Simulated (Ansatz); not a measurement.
A structure relaxed at PBE0-D4/def2-TZVP, charge 0, multiplicity 1:

```tsv
atom	x (Å)	y (Å)	z (Å)
C1	0.974	-0.865	1.807
C2	-0.026	-0.202	0.877
As3	0.249	-0.778	-1.007
Si4	-1.115	0.871	-2.000
H5	0.788	-0.583	2.847
H6	1.998	-0.572	1.563
H7	0.919	-1.955	1.742
H8	-1.047	-0.494	1.133
H9	0.032	0.885	0.943
H10	1.510	0.049	-1.239
H11	-0.856	0.916	-3.463
H12	-0.886	2.224	-1.423
H13	-2.541	0.505	-1.779
```

Q: Give its formula and SMILES.

A: C2H9AsSi, `CC[AsH][SiH3]`.

Q: Point group (tolerance 0.08 Å, 0.16 Å for H)?

A: C1.

Q: Summarise the bond lengths by kind.

A: 1 × C–C 1.518 Å; 5 × C–H 1.091 to 1.094 Å; 1 × As–C 1.989 Å; 1 × As–Si 2.359 Å; 1 × As–H 1.526 Å; 3 × H–Si 1.487 to 1.489 Å.

All numbers were calculated with Ansatz.
